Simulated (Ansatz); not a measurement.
Reaction (redistribution): `C[O][Ge][Cl]` + `C[O][GeH]([F])[SeH]` → `C[O][Ge][F]` + `C[O][GeH]([Cl])[SeH]`

Computed with Ansatz on PBE0-D4/def2-TZVP structures; ΔE is electronic, products minus reactants. CCSD(T)/CBS adds triple-zeta CCSD(T) − MP2 to the extrapolated MP2 energy (def2 sets, frozen cores). For Ge, Se outer-core shells are correlated without core-valence functions, which leaves a few kJ/mol of doubt a bond. Scalar relativity is left out up to krypton. Each species was taken in one conformer, which may not be the lowest.

```tsv
level	ΔE (kcal/mol)
MP2/def2-TZVPP	-1.9
CCSD/def2-TZVPP	-1.4
HF/CBS(def2)	-0.2
CCSD/CBS(def2)	-1.3
```

**Question.** What does CCSD(T)/CBS give? (Best estimate.)

**Answer.** Computed: -1.3 kcal/mol. The listed levels differ from it by -0.6, -0.1, 1.1, 0.0 kcal/mol.

Largest T1 diagnostic among the species: 0.015.

In def2-TZVPP, CCSD(T) changes the Hartree–Fock value by −1.1 kcal/mol (the triples alone add −0.0 kcal/mol) and MP2 by −1.6 kcal/mol.
